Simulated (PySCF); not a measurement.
Gas-phase reaction: Br2 + 6 CH3 = 2 HBr + 2 C3H8

Method: PySCF energies (xtb for GFN2) plus ideal-gas RRHO corrections (1 bar). 'Table' is the NASA 1993 thermochemical table (part measured, part estimated). † marks an energy on the PBE0/def2-TZVP geometry and frequencies; other levels use their own. 6-31G* has spherical d functions here. Open shells (unrestricted): CH3 (multiplicity 2); the rest are closed-shell singlets. GFN2 has no spin-polarisation term. B3LYP is the form with VWN-RPA correlation. Br: all electrons, no relativistic terms. The harmonic model lacks anharmonicity and excited electronic states, which grow with temperature; levels with a mode under 35 cm⁻¹ are left out. Internal rotation in C3H8 is treated as a harmonic vibration of one conformer, which makes the entropy rough.

```tsv
level	ΔH°(298 K), kJ	minus table	ΔG°(1000 K), kJ
table	-1194.5	-	-708.1
B3LYP/6-31G*	-1152.3	42.2	-647.1
B3LYP/def2-TZVP†	-1105.9	88.6	-608.4
GFN2-xTB	-1570.8	-376.3	-1069.4
PBE/def2-SVP	-1241.0	-46.5	-738.1
PBE/def2-TZVP†	-1173.9	20.6	-676.4
PBE0/def2-TZVP	-1163.3	31.2	-665.7
LDA/def2-TZVP†	-1436.6	-242.1	-939.1
```
